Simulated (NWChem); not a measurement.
System: BH₂S₂Cl; SMILES SB(Cl)S

NWChem input:

```
start job
memory heap 200 mb stack 900 mb global 1100 mb
geometry units angstroms
  B      0.020864     0.010292    -0.000472
  Cl    -1.524025    -0.751295     0.047313
  S      0.143005     1.624060    -0.806311
  H      1.444454     1.844211    -0.629231
  S      1.414890    -0.855642     0.757706
  H      2.371028     0.037740     0.510193
end
basis spherical
  * library def2-svp
end
dft
  xc b3lyp
  iterations 150
end
driver
  maxiter 150
end
task dft optimize
```

Parts of the log:

```
             Northwest Computational Chemistry Package (NWChem) 7.3.0
             --------------------------------------------------------

 CS  symmetry detected

                             Geometry "geometry" -> ""
                             -------------------------

 Output coordinates in angstroms (scale by  1.889725989 to convert to a.u.)

  No.       Tag          Charge          X              Y              Z
 ---- ---------------- ---------- -------------- -------------- --------------
    1 B                    5.0000    -0.03530557    -0.00009019     0.00000000
    2 Cl                  17.0000    -1.75836627     0.00638777     0.00000000
    3 S                   16.0000     0.81583019     1.59493644     0.00000000
    4 H                    1.0000     2.07345173     1.15677968     0.00000000
    5 S                   16.0000     0.80478823    -1.60078581     0.00000000
    6 H                    1.0000     2.06540811    -1.17133097     0.00000000

 Effective nuclear repulsion energy (a.u.)     235.7082353279

      Symmetry information
      --------------------

 Group name             Cs
 Group number              2
 Group order               2
 No. of unique centers     6

                                Z-matrix (autoz)
                                --------

 Units are Angstrom for bonds and degrees for angles

      Type          Name      I     J     K     L     M      Value
      ----------- --------  ----- ----- ----- ----- ----- ----------
    1 Stretch                  1     2                       1.72307
    2 Stretch                  1     3                       1.80791
    3 Stretch                  1     5                       1.80776
    4 Stretch                  3     4                       1.33176
    5 Stretch                  5     6                       1.33176
    6 Bend                     1     3     4                98.87681
    7 Bend                     1     5     6                98.87944
    8 Bend                     2     1     3               117.86980
    9 Bend                     2     1     5               117.90726
   10 Bend                     3     1     5               124.22294
   11 Torsion                  2     1     3     4         180.00000
   12 Torsion                  2     1     5     6         180.00000
   13 Torsion                  3     1     5     6           0.00000
   14 Torsion                  4     3     1     5           0.00000

                           NWChem Geometry Optimization
                           ----------------------------

[...]

      ----------------------
      Optimization converged
      ----------------------

  Step       Energy      Delta E   Gmax     Grms     Xrms     Xmax
  ---- ---------------- -------- -------- -------- -------- --------
@    4   -1282.37434949 -3.9D-07  0.00007  0.00003  0.00031  0.00058
                                     ok       ok       ok       ok

                                Z-matrix (autoz)
                                --------

 Units are Angstrom for bonds and degrees for angles

      Type          Name      I     J     K     L     M      Value     Gradient
      ----------- --------  ----- ----- ----- ----- ----- ---------- ----------
    1 Stretch                  1     2                       1.77244    0.00005
    2 Stretch                  1     3                       1.80933    0.00003
    3 Stretch                  1     5                       1.80933    0.00003
    4 Stretch                  3     4                       1.35274   -0.00007
    5 Stretch                  5     6                       1.35274   -0.00007
    6 Bend                     1     3     4                98.27372    0.00000
    7 Bend                     1     5     6                98.27493    0.00000
    8 Bend                     2     1     3               116.00057    0.00001
    9 Bend                     2     1     5               115.99968    0.00001
   10 Bend                     3     1     5               127.99976   -0.00002
   11 Torsion                  2     1     3     4         180.00000    0.00000
   12 Torsion                  2     1     5     6         180.00000    0.00000
   13 Torsion                  3     1     5     6           0.00000    0.00000
   14 Torsion                  4     3     1     5           0.00000    0.00000

                         Geometry "geometry" -> "geometry"
                         ---------------------------------

 Output coordinates in angstroms (scale by  1.889725989 to convert to a.u.)

  No.       Tag          Charge          X              Y              Z
 ---- ---------------- ---------- -------------- -------------- --------------
    1 B                    5.0000    -0.00190180    -0.00001581     0.00000000
    2 Cl                  17.0000    -1.77433112     0.00619288     0.00000000
    3 S                   16.0000     0.79696283     1.62340079     0.00000000
    4 H                    1.0000     2.08402207     1.20700843     0.00000000
    5 S                   16.0000     0.78554600    -1.62900416     0.00000000
    6 H                    1.0000     2.07550843    -1.22168521     0.00000000

 Effective nuclear repulsion energy (a.u.)     233.4082378675

      Symmetry information
      --------------------

 Group name             Cs
 Group number              2
 Group order               2
 No. of unique centers     6

                Final and change from initial internal coordinates
                --------------------------------------------------

                                Z-matrix (autoz)
                                --------

 Units are Angstrom for bonds and degrees for angles

[...]
```

Level: B3LYP/def2-SVP. B3LYP is NWChem's, with the RPA form of VWN correlation.
